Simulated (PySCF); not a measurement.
# `ClC(COC(=C)F)(C)Cl`, C5H7Cl2FO

Molfile (atoms numbered from 1):
```
C5H7Cl2FO
     RDKit          3D

 16 15  0  0  0  0  0  0  0  0999 V2000
    2.9688   -0.0503    0.8193 C   0  0  0  0  0  0  0  0  0  0  0  0
    1.9891    0.2428   -0.0151 C   0  0  0  0  0  0  0  0  0  0  0  0
    2.2164    0.9937   -1.1137 F   0  0  0  0  0  0  0  0  0  0  0  0
    0.7110   -0.1393    0.1352 O   0  0  0  0  0  0  0  0  0  0  0  0
   -0.2063    0.2070   -0.8855 C   0  0  0  0  0  0  0  0  0  0  0  0
   -1.5579   -0.3962   -0.5148 C   0  0  0  0  0  0  0  0  0  0  0  0
   -2.0484    0.0303    0.8518 C   0  0  0  0  0  0  0  0  0  0  0  0
   -2.7247    0.1170   -1.7675 Cl  0  0  0  0  0  0  0  0  0  0  0  0
   -1.4270   -2.1752   -0.5769 Cl  0  0  0  0  0  0  0  0  0  0  0  0
    3.9624    0.3059    0.6347 H   0  0  0  0  0  0  0  0  0  0  0  0
    2.7795   -0.6483    1.6872 H   0  0  0  0  0  0  0  0  0  0  0  0
    0.1251   -0.1813   -1.8566 H   0  0  0  0  0  0  0  0  0  0  0  0
   -0.3066    1.2983   -0.9608 H   0  0  0  0  0  0  0  0  0  0  0  0
   -1.3121   -0.2584    1.5986 H   0  0  0  0  0  0  0  0  0  0  0  0
   -2.1787    1.1101    0.8741 H   0  0  0  0  0  0  0  0  0  0  0  0
   -2.9981   -0.4473    1.0785 H   0  0  0  0  0  0  0  0  0  0  0  0
  1  2  2  0
  2  3  1  0
  2  4  1  0
  4  5  1  0
  5  6  1  0
  6  7  1  0
  6  8  1  0
  6  9  1  0
  1 10  1  0
  1 11  1  0
  5 12  1  0
  5 13  1  0
  7 14  1  0
  7 15  1  0
  7 16  1  0
M  END
```

Level of theory: TDDFT PBE0/def2-SVPD excited states, vertical, gas phase in PySCF 2.14.0. Geometry: GFN2-xTB.

States above about 7.1 eV lie in this functional's continuum (it starts at minus the energy of the highest occupied orbital, well below the true ionisation energy for most functionals) and depend on the basis.

(1) How strongly do the lowest singlets absorb one photon, and two photons of half the energy?

## Answers

(1) δ for parallel linear polarisation; σ at the peak of a Lorentzian of half width 0.1 eV, single beam; Ω is circular over linear.
```tsv
state	E (eV)	f	photon λ (nm)	δ (au)	σ (GM)	Ω	main
S1	5.98	0.002	414	21.3	0.28	0.66	HOMO→LUMO 0.98
S2	6.27	0.015	395	4.37	0.06	1.50	HOMO→LUMO+1 0.83, HOMO→LUMO+2 0.11
S3	6.51	0.020	381	5.23	0.08	1.44	HOMO→LUMO+2 0.69, HOMO→LUMO+1 0.14
S4	6.95	0.016	357	2.41	0.04	0.46	HOMO−1→LUMO 0.93
S5	7.09	0.001	350	0.76	0.01	1.28	HOMO−2→LUMO 0.92
```

Among these, the strongest one-photon state is S3, the strongest two-photon state S1, with a dipole change of 16.0 D (relaxed, norm of the difference vector).
